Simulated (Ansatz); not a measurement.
Input for Ansatz (a first-principles code): R-B3LYP/def2-TZVPP on BFHO (SMILES [OH+]=BF), atoms moved off the minimum. Charge +1.

Ansatz 0.2 input:
```yaml
crystal:
  periodic: [false, false, false]
  atoms:
    - {symbol: O, position_ang: [-1.12145906, 0.11258429, 0.22625593]}
    - {symbol: B, position_ang: [-0.02847501, -0.03802420, 0.05279058]}
    - {symbol: F, position_ang: [1.28345145, -0.01039071, -0.33889105]}
    - {symbol: H, position_ang: [-1.91315545, -0.10233126, 0.87070202]}
basis:
  gaussian:
    orbitals: def2-TZVPP
hamiltonian:
  xc: {name: B3LYP}
total_charge: 1
scf: {lower_state_search: off}
output: {forces: true}
```

It printed:

```
Functional definition: B3LYP
[...]
these checks for a lower state are left out or cut short: stability, starts, cluster_reference, orbital_swaps, neighbouring_geometries, increment
integrals: 0.02 GiB planned
535 factors; their error is unknown
mean field: 0.24 GiB planned
mean field evaluation 1: about -5435.4415 eV, gradient 1.1e2 eV
mean field evaluation 2: about -5406.9117 eV, gradient 1.7e2 eV
mean field evaluation 4: about -5450.7953 eV, gradient 1.0e1 eV
mean field evaluation 8: about -5450.9587 eV, gradient 1.6e-1 eV
mean field evaluation 16: about -5450.9587 eV, gradient 2.8e-6 eV
mean field -5450.95871050 eV, -200.3190378183 hartree, gradient 2.8e-6 eV, S^2 0.000000; 0 other end points of the search recorded, 0 dependent functions left out
the calculation of the forces begins
reference -5450.95885714 eV, -200.3190432072 hartree; 11, 11 occupied and 96, 96 virtual orbitals, 535 factors
Total energy: -5450.95885714 eV, -200.3190432072 hartree
Atom 0 at    -1.121459     0.112584     0.226256 Å, force   -14.550552     0.553007     4.413474 eV/Å
Atom 1 at    -0.028475    -0.038024     0.052791 Å, force    17.789488    -0.923994    -4.231652 eV/Å
Atom 2 at     1.283451    -0.010391    -0.338891 Å, force    -4.984794    -0.355951     1.669762 eV/Å
Atom 3 at    -1.913155    -0.102331     0.870702 Å, force     1.745859     0.726938    -1.851584 eV/Å
Dipole moment:    -0.828524    -0.152025     0.466545 e Å
Checks for a lower state left out: stability, starts, cluster_reference, orbital_swaps, neighbouring_geometries, increment
```

Self-consistency was reached.

Cost: around 0.9 core-seconds (rough).
